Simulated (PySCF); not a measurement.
Species: BH₆N₂P.
SMILES with atom numbers: `[NH2:1][B:2]([NH2:3])[PH2:4]`

Theory: delta-SCF UKS SCAN, pcX-2 on the ionised atom, pcseg-1 elsewhere, spin-free X2C (PySCF 2.14.0). These are vertical core ionisation energies against the vacuum level, from separate self-consistent calculations with and without the core hole.

Some binding energies are withheld.

```csv
atom(s),bonded to,level,binding energy (eV)
B2,2 N and P,B 1s,?
N1/N3,2 H and B,N 1s,?
P4,2 H and B,P 1s,2149.30
P4,2 H and B,P 2p3/2,135.75
```

Problem. Fill in N 1s for N1/N3.

Solution. 404.83 eV (boron-bound nitrogen).

Problem. What is the B 1s binding energy of B2?

Solution. 195.69 eV (three-coordinate boron).

Problem. What is the longest wavelength that can ionise B 1s of B2 vertically?

Solution. λ = hc/E = 12398.42 eV Å / 195.69 eV = 63.357 Å.

Atoms equivalent by their bonding share one computed value, that of the first of them. The 2p values aren't plain energy differences: one relaxed spin-free 2p hole is combined with a matrix within the shell (ground-state 2p orbital-energy differences and spin–orbit coupling). 2p3/2, the mean of its two sublevels, lies a third of the splitting below the shell's mean and 2p1/2 two thirds above it; the statistical areas are 2:1. 2p1/2 minus 2p3/2 (ligand field included): P 0.89 eV. Geometry: PBE0-D3(BJ)/def2-SVP, one conformer, isolated molecule.

The values belong to the conformer `[NH2:1][B:2]([NH2:3])[PH2:4]`: H–N1–B2–N3 -2°, H–N1–B2–N3 180°, H–N3–B2–N1 2°, H–N3–B2–N1 179°, H–P4–B2–N1 139°, H–P4–B2–N1 44°.
